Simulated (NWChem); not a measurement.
Molecule: Si₄H₉, doublet; SMILES [SiH3][SiH][SiH2][SiH3]

```xyz
13

Si     0.8515    -2.3330     0.2516
Si    -0.9708    -1.0505    -0.4402
Si    -1.0184     1.1814     0.2420
Si     1.0401     2.1932    -0.2633
H      0.8496    -3.6445    -0.4656
H      0.8312    -2.5972     1.7259
H      2.1103    -1.5973    -0.0794
H     -2.2832    -1.7595    -0.3012
H     -2.1203     1.8908    -0.4823
H     -1.2822     1.3019     1.7141
H      1.0317     3.6338     0.1371
H      2.1415     1.4966     0.4704
H      1.3065     2.0978    -1.7312
```
Atoms are numbered in this order, from 1.

Level: PBE0/def2-SVP, spin-unrestricted (NWChem), optimised geometry, unscaled harmonic frequencies. 

| frequency (cm⁻¹) | IR intensity (km/mol) |
|---|---|
| 16 | 0.0 |
| 68 | 0.1 |
| 73 | 0.4 |
| 102 | 0.1 |
| 123 | 1.5 |
| 298 | 6.3 |
| 338 | 7.2 |
| 366 | 0.5 |
| 429 | 6.6 |
| 463 | 0.8 |
| 483 | 8.8 |
| 495 | 6.5 |
| 531 | 12.5 |
| 538 | 6.1 |
| 671 | 19.0 |
| 695 | 320.0 |
| 702 | 39.2 |
| 867 | 135.8 |
| 871 | 313.9 |
| 907 | 19.1 |
| 927 | 35.4 |
| 932 | 60.4 |
| 934 | 43.0 |
| 936 | 38.5 |
| 2191 | 59.3 |
| 2205 | 60.6 |
| 2209 | 82.0 |
| 2216 | 66.0 |
| 2223 | 27.7 |
| 2228 | 59.7 |
| 2233 | 159.8 |
| 2236 | 70.6 |
| 2237 | 78.1 |

| Item | Result |
|---|---|
| zero-point energy | 46.8 kcal/mol |
| thermal correction to the enthalpy at 298.15 K (with zero-point energy) | 53.7 kcal/mol |
| heat capacity Cv | 34.2 cal/(mol K) |
| entropy at 298.15 K and 1 atm (symmetry number 1, electronic part: spin degeneracy alone) | 102.1 cal/(mol K) |
| dipole moment | 0.10 D |

Rigid rotor and harmonic oscillator; modes under 100 cm⁻¹ make the entropy uncertain.
